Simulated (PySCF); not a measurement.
W(O)(S)(NH2)2 (H4N2OSW), SMILES [NH2][W]([NH2])(=[O])=[S], multiplicity 1.

Coordinates come from a PBE-D3(BJ)/def2-SVP optimisation. The spin state was assumed, not searched. The structure was generated by enumeration; whether it is a known compound was not checked. The def2 effective core potentials stand for the cores of W; spin–orbit coupling is left out. One conformer was computed; it need not be the lowest.

Two levels are set side by side: TDA-PBE/def2-SVPD (PySCF) and TDA-ωB97X/def2-SVPD (PySCF). Vertical, same geometry. The lowest singlet is HOMO→LUMO 99 % with PBE and HOMO→LUMO 97 % with the other functional; states are paired by order. Differences are taken from unrounded values.

| quantity | TDA-ωB97X |
|---|---|
| lowest singlet excitation (eV) | 3.47 |
| lowest triplet excitation (TDA) (eV) | 3.08 |

What does TDA-PBE give, and how far is it from TDA-ωB97X? (Estimate from the structure and the level; the computed values follow.)


```json
[
 {"quantity": "lowest singlet excitation (eV)", "TDA-PBE": "3.27", "TDA-PBE minus TDA-ωB97X": "-0.20"},
 {"quantity": "lowest triplet excitation (TDA) (eV)", "TDA-PBE": "2.96", "TDA-PBE minus TDA-ωB97X": "-0.12"}
]
```

Functionals without exact exchange tend to place singlet excitations lower, as here. Differences between two approximate levels are no errors against the true value.

Rough cost on one machine, each run with all the roots and properties that it gave: TDA-ωB97X against TDA-PBE about 3 times.
